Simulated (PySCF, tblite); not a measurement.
Species: C8H9P.
Cartesian coordinates in Å at the GFN2-xTB level; atoms count from 1:
```xyz
18
C8H9P angstrom
C     -3.4157   -0.9060   -0.3416
C     -2.2056   -0.8637   -0.8891
C     -0.9791   -0.3587   -0.2851
C     -0.9177    0.0619    1.0377
C      0.2265    0.5464    1.6421
C      1.4414    0.6662    0.9846
C      1.6467    0.3121   -0.3356
C      3.0148    0.4813   -0.9344
P      0.4000   -0.3366   -1.3687
H     -3.6228   -0.5515    0.6539
H     -4.2585   -1.3015   -0.8823
H     -2.0797   -1.2295   -1.9032
H     -1.8159    0.0031    1.6368
H      0.1734    0.8449    2.6800
H      2.2860    1.0588    1.5388
H      3.3206    1.5270   -0.8990
H      3.0283    0.1512   -1.9716
H      3.7484   -0.0991   -0.3750
```

Computed, not measured: PBE0/pcSseg-1 in PySCF (dipole) on a GFN2-xTB geometry, gas phase.

Masses are those of the commonest isotopes; rigid-rotor values at the optimised geometry. The values belong to one conformer with, in the numbering `[CH2:1]=[CH:2][c:3]1[cH:4][cH:5][cH:6][c:7]([CH3:8])[p:9]1`, C1–C2–C3–C4 5°.

Problem. What are A, B and C (MHz)?

Solution. Ia = 168.72, Ib = 501.18, Ic = 666.57 u·Å²; 505379 MHz·u·Å²/I gives A = 2995, B = 1008, C = 758.2 MHz.

Problem. Classify the top.

Solution. An asymmetric top; Ray's κ = -0.776.

Problem. What does the inertial defect say?

Solution. Not planar: Δ = Ic − Ia − Ib = -3.34 u·Å². For a rigid frame Δ = −2 Σ m c², so Σ m c² = 1.67 u·Å² lies off the ab plane: 1.60 from hydrogen and 0.07 from heavier atoms. The atom farthest from that plane is 0.91 Å away.

Problem. Give the other two planar moments, Paa and Pbb, and the rms extents of the mass along the axes.

Solution. Paa = Σ m a² = (Ib + Ic − Ia)/2 = 499.51 and Pbb = Σ m b² = (Ia + Ic − Ib)/2 = 167.06 u·Å². With the mass M = 136.04 u, the rms extents √(P/M) along a, b and c are 1.92, 1.11, 0.11 Å.

Problem. Predict some low-J microwave lines.

Solution. The dipole components are |μa| = 0.55 D, |μb| = 1.52 D, |μc| = 0.01 D. The squared components, which scale the intensities, stand as 0.13 : 1.00 : 0.00 (a : b : c). Some lines, for components of 0.1 D or more:

| type | branch | J(Ka,Kc) | MHz | lower level (cm⁻¹) |
| --- | --- | --- | --- | --- |
| a | Q | 2(1,1) ← 2(1,2) | 751 | 0.235 |
| a | Q | 3(1,2) ← 3(1,3) | 1500 | 0.399 |
| a | Q | 4(1,3) ← 4(1,4) | 2493 | 0.616 |
| a | R | 2(0,2) ← 1(0,1) | 3511 | 0.059 |
| b | Q | 4(1,3) ← 4(0,4) | 3622 | 0.579 |
| a | Q | 5(1,4) ← 5(1,5) | 3719 | 0.887 |
| b | R | 1(1,1) ← 0(0,0) | 3753 | 0.000 |
| b | R | 5(1,4) ← 4(2,3) | 4217 | 0.870 |
| a | R | 4(1,4) ← 3(1,3) | 6525 | 0.399 |
| b | R | 3(1,3) ← 2(0,2) | 6670 | 0.176 |
| a | R | 4(3,1) ← 3(3,0) | 7114 | 0.988 |
| a | R | 4(2,2) ← 3(2,1) | 7261 | 0.639 |
| a | R | 5(1,5) ← 4(1,4) | 8122 | 0.616 |
| b | Q | 5(2,4) ← 5(1,5) | 8285 | 0.887 |
| a | R | 5(4,1) ← 4(4,0) | 8882 | 1.717 |
| b | R | 2(2,1) ← 1(1,0) | 9744 | 0.134 |
| b | Q | 3(3,0) ← 3(2,1) | 10465 | 0.639 |
| b | Q | 4(3,2) ← 4(2,3) | 10632 | 0.870 |
| b | Q | 5(3,3) ← 5(2,4) | 10745 | 1.163 |
| b | R | 3(3,0) ← 2(2,1) | 15874 | 0.459 |
| b | R | 4(3,2) ← 3(2,1) | 17571 | 0.639 |
| b | Q | 5(5,0) ← 5(4,1) | 18962 | 2.013 |
| b | R | 4(4,0) ← 3(3,1) | 21854 | 0.988 |
| b | R | 5(5,1) ← 4(4,0) | 27844 | 1.717 |
| b | R | 5(5,0) ← 4(4,1) | 27844 | 1.717 |

Its GFN2-xTB frequencies are all real (lowest 30 cm⁻¹). These are rigid-rotor constants of the computed structure; measured ground-state constants (B0) also hold zero-point vibration. A rigid rotor knows nothing of internal rotation, which can split or shift real lines.
